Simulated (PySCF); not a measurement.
Species: C4H6N2O2Si.
Numbering: `[O:1]=[C:2]([OH:3])[c:4]1[cH:5][n:6][cH:7][n:8]1[SiH3:9]` (hydrogens: H10 on O3; H11 on C5; H12 on C7; H13, H14, H15 on Si9)

Method used: PySCF 2.14.0, PBE0-D3(BJ)/def2-SVP geometry optimisation, gas phase.

Question: What internal coordinates does the optimisation give?

Answer: 
```
            bond  length (Å)     order
           O1=C2       1.216    double
           C2–O3       1.331    single
           C2–C4       1.449    single
           C4–C5       1.382  aromatic
           C5–N6       1.356  aromatic
           N6–C7       1.317  aromatic
           C7–N8       1.360  aromatic
          N8–Si9       1.804    single
           C4–N8       1.383  aromatic
          O3–H10       0.969    single
          C5–H11       1.089    single
          C7–H12       1.091    single
Si9–H13, Si9–H15       1.483    single
         Si9–H14       1.494    single
```

Bonds in one row agree within 0.01 Å and their mean is given. Orders are formal, as drawn. A selection of angles:
```
      angle  degrees
   O1–C2–O3    123.2
   O1–C2–C4    122.2
   O3–C2–C4    114.6
  C2–O3–H10    106.7
   C2–C4–C5    134.7
   C2–C4–N8    118.9
   C5–C4–N8    106.4
   C4–C5–N6    110.0
  C4–C5–H11    127.4
  N6–C5–H11    122.6
   C5–N6–C7    105.3
   N6–C7–N8    113.4
  N6–C7–H12    124.9
  N8–C7–H12    121.7
  C7–N8–Si9    127.5
   C4–N8–C7    105.0
  C4–N8–Si9    127.6
 N8–Si9–H13    111.3
 N8–Si9–H14    100.6
H13–Si9–H14    109.1
H13–Si9–H15    114.2
```

Dihedral angles: O1–C2–C4–C5 180° (antiperiplanar); H10–O3–C2–O1 0° (synperiplanar).

The 5-membered ring C4–C5–N6–C7–N8 has internal angles of 105.0° to 113.4° (sum 540°, against 540° for a flat polygon); it is planar, 0.00 Å rms from its mean plane, widest ring torsion 0°. N6 (pyridine-type nitrogen) is bent (angle 105.3°). The 2 C–O bonds span 1.216 Å (O1=C2, drawn double) to 1.331 Å (C2–O3, drawn single), a spread of 0.115 Å. O3 (acid hydroxyl oxygen) is bent (angle 106.7°). The C–C distances run from 1.382 Å (C4–C5, aromatic) to 1.449 Å (C2–C4, drawn single), a spread of 0.067 Å. The 9 heavy atoms lie in one plane (0.003 Å rms). Si9 (SiH3 silicon) is distorted tetrahedral (angles from 100.6° to 114.2°).

Point group: Cs (tolerance 0.08 Å). PBE0-D3(BJ)/def2-SVP frequencies: not computed here. One conformer, not necessarily the lowest (O1–C2–O3–H 0°, O1–C2–C4–C5 180°).

Hardware: one thread of an Arm Neoverse V1, no GPU, shared host with 32 logical CPUs at a one-minute load of 26. Cost: 2.5 min wall, 0.65 GiB resident at most. These figures are those of the optimisation.
